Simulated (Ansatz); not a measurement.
`C[Se]B1CO1` + `CC=N` → `C[Se]CC=N` + `B1CO1`  (formal exchange of groups at the Se–B bond)

Isolated molecules relaxed with PBE0-D4/def2-TZVP in Ansatz; ΔE leaves out vibrations. CBS: MP2 limit from def2 TZ/QZ plus the TZ coupled-cluster correction, frozen cores. DFT in def2-TZVPP. B3LYP here is the variant with VWN-RPA as its local correlation; programs differ in this. For Se outer-core shells are correlated without core-valence functions, which leaves a few kJ/mol of doubt a bond. Scalar relativity is left out up to krypton. One conformer a species, not always the lowest.

`C[Se]B1CO1`:

Z-matrix (Å, degrees):
```
C
Se 1 1.956
H 1 1.087 2 109.9
H 1 1.088 2 106.4 3 -118.9
H 1 1.087 2 109.9 3 122.2
B 2 1.901 1 98.2 3 -57.4
O 6 1.338 2 138.5 1 -179.9
C 6 1.511 2 158.6 1 0.7
H 8 1.086 6 122.1 2 -84.8
H 8 1.086 6 122.1 2 84.0
```

`CC=N`:

Cartesian coordinates in Å:
```
C 0.667 -0.464 -0.107
C -0.558 0.178 0.455
N -1.287 1.060 -0.080
H 0.532 -1.549 -0.169
H 0.904 -0.079 -1.101
H 1.522 -0.293 0.554
H -0.853 -0.163 1.453
H -0.928 1.309 -1.005
```

`C[Se]CC=N`:

Cartesian coordinates in Å:
```
C 1.587 -0.711 -0.748
Se -0.161 -0.370 -1.527
C -1.162 -0.360 0.137
C -0.990 0.865 0.994
N -0.413 1.946 0.707
H 1.594 -1.681 -0.254
H 2.301 -0.718 -1.571
H 1.851 0.078 -0.046
H -2.216 -0.465 -0.139
H -0.904 -1.256 0.709
H -1.443 0.779 1.988
H -0.044 1.894 -0.250
```

`B1CO1`:

Cartesian coordinates in Å:
```
B -0.535 0.652 -0.212
C 0.411 -0.509 -0.018
O -0.233 0.335 1.041
H -1.203 1.454 -0.769
H 1.491 -0.391 -0.046
H 0.069 -1.540 0.005
```

| level | ΔE (kJ/mol) |
| --- | --- |
| PBE0-D4 | 104.6 |
| ωB97X-V | 98.5 |
| r2SCAN | 107.8 |
| B3LYP | 106.7 |
| SCS-MP2/def2-TZVPP | 98.9 |
| HF/def2-QZVPP | 107.2 |
| MP2/def2-QZVPP | 98.6 |
| HF/CBS(def2) | 107.1 |

Q: What does CCSD(T)/CBS give? (Estimate.)

A: Computed: +98.5 kJ/mol. The listed levels differ from it by 6.1, 0.0, 9.3, 8.2, 0.4, 8.7, 0.1, 8.6 kJ/mol.

Largest T1 diagnostic among the species: 0.016.

The D4 term adds −5.7 kJ/mol with B3LYP and −3.0 kJ/mol with PBE0; it sums over pairs of atoms, weighted by their polarisabilities, and B3LYP, whose exchange is more repulsive, gets the larger term. In def2-TZVPP, CCSD(T) changes the Hartree–Fock value by −7.8 kJ/mol (the triples alone add −1.3 kJ/mol) and MP2 by −8.1 kJ/mol.
